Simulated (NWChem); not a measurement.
# CH3AlCl2S; SMILES C[S][Al]([Cl])[Cl]

```xyz
8

Al    -0.0172     0.3879    -0.0001
Cl    -0.9339     2.2637     0.0006
Cl     2.0763     0.2607    -0.0005
S     -1.2468    -1.3823    -0.0006
C     -0.0254    -2.7474    -0.0008
H      1.0094    -2.3811    -0.0020
H     -0.1941    -3.3605    -0.8958
H     -0.1923    -3.3594     0.8952
```
Atoms are numbered in this order, from 1.

Level: PBE0/def2-SVP (NWChem), optimised geometry, unscaled harmonic frequencies. 

Task: List the harmonic frequencies with IR intensities, and the thermochemistry.

Result: 
```
frequency (cm⁻¹)  IR intensity (km/mol)
----------------  ---------------------
42                                  1.3
76                                  0.4
111                                 2.9
143                                 9.6
191                                30.3
214                                 0.9
375                                 0.3
607                               155.9
624                               155.2
721                                10.7
968                                 5.3
981                                 8.3
1338                                6.5
1452                                5.7
1456                                6.8
3079                               16.4
3197                                0.5
3201                                0.1
```

```
Item                                                                                Value
-----------------------------------------------------------------------  ----------------
zero-point energy                                                           26.8 kcal/mol
thermal correction to the enthalpy at 298.15 K (with zero-point energy)     32.3 kcal/mol
heat capacity Cv                                                         22.8 cal/(mol K)
entropy at 298.15 K and 1 atm (symmetry number 1)                        91.9 cal/(mol K)
dipole moment                                                                      2.02 D
```

Rigid rotor and harmonic oscillator; modes under 100 cm⁻¹ make the entropy uncertain.
